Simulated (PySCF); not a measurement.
ScH2, doublet: structure and spectrum

Computed with PySCF, UPBE0, basis Sc def2-TZVP, H def2-TZVP (no relativity, density fitting).

The structure is a minimum.

```
Point group                                                                   : C2v
Bond lengths                                                                  : Sc–H 1.822 Å (×2)
Bond angles                                                                   : H–Sc–H 120.4°
Lowest empty level (α)                                                        : -1.85 eV
Atomisation energy without zero-point energy                                  : 502 kJ/mol
Zero-point energy                                                             : 21.1 kJ/mol
Rotational symmetry number                                                    : 2
Enthalpy at 298.15 K above 0 K                                                : 10.52 kJ/mol
Principal quadrupole moments (Buckingham, traceless) about the centre of mass : -7.77, 3.85, 3.91 D Å
Highest occupied level (α)                                                    : -4.78 eV
Dipole moment                                                                 : 3.71 D
Spin squared ⟨S²⟩                                                             : 0.754
Principal polarisabilities                                                    : 55.2, 88.5, 90.7 bohr³
Entropy at 298.15 K and 1 bar (electronic part: spin only)                    : 224.6 J/(mol K)
Rotational constants                                                          : 10.65, 3.347, 2.547 cm⁻¹
Heat capacity Cp at 298.15 K                                                  : 39.0 J/(mol K)
```

Harmonic modes (masses in u: Sc 44.956, H 1.008):
| symmetry | ω (cm⁻¹) | IR (km/mol) | μ (u) |
| --- | --- | --- | --- |
| a1 | 507 | 127 | 1.04 |
| a1 | 1510 | 630 | 1.02 |
| b2 | 1511 | 610 | 1.04 |

In C2v the vibrations span 2a1 + b2. Here b1 is antisymmetric to the molecular plane and b2 lies in it.

Charges (e):
| atom | Mulliken | Löwdin | polar tensor | spin (Mulliken) | Mayer order to Sc1 |
| --- | --- | --- | --- | --- | --- |
| Sc1 | 0.44 | 0.38 | 1.02 | 1.07 | – |
| H2,3 | -0.22 | -0.19 | -0.51 | -0.03 | 0.94 |

Mulliken populations on Sc1: s 6.93, p 12.32, d 1.30, f 0.01.

Outer orbital energies (eV). α occupied: -7.76, -6.95, -4.78; empty: -1.85, -1.67, -1.14, -1.10. β occupied: -7.67, -6.92; empty: -1.73, -1.09, -1.00, -0.90.

Formally Sc is in oxidation state +2, d1, with 1 unpaired electron. The Mulliken spin on Sc is 1.07. The polar-tensor charge on Sc, 1.02, is far below the formal one.

Other isomers or separated fragments may lie lower. With open d or f shells other occupations or spin states may lie lower.

The final relaxation and frequency run took 14 s on 2 threads of a shared Arm Neoverse V2 host, with 57 basis functions and 8 gradients; the process peaked at 0.63 GiB.
